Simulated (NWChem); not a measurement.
System: C₄H₇N; SMILES CC#CCN

```xyz
12

C      2.6130     0.3201     0.0312
C      1.1847     0.0425     0.1674
C      0.0021    -0.1877     0.2882
C     -1.4469    -0.4384     0.3822
N     -2.2708     0.1532    -0.6860
H      2.7873     1.2303    -0.5562
H      3.0854     0.4646     1.0107
H      3.1374    -0.5028    -0.4706
H     -1.6344    -1.5199     0.3872
H     -1.8264    -0.0626     1.3413
H     -1.9361    -0.1907    -1.5856
H     -2.1072     1.1595    -0.7042
```
Atoms are numbered in this order, from 1.

All runs: NWChem. Pople sets run with spherical d functions. The geometry was optimised at B3LYP/6-31G* (spherical d). Level: B3LYP/6-31G* with SMD (1 M gas to 1 M solution), gas-phase geometry.

For solvent water:

| Item | Result |
|---|---|
| cavity-dispersion-structure term (kcal/mol) | 2.1 |
| dipole in solution (D) | 2.09 |

Problem. How do the values read with solvent toluene instead?

Solution. 
* **cavity-dispersion-structure term (kcal/mol)**: -1.0
* **dipole in solution (D)**: 1.91
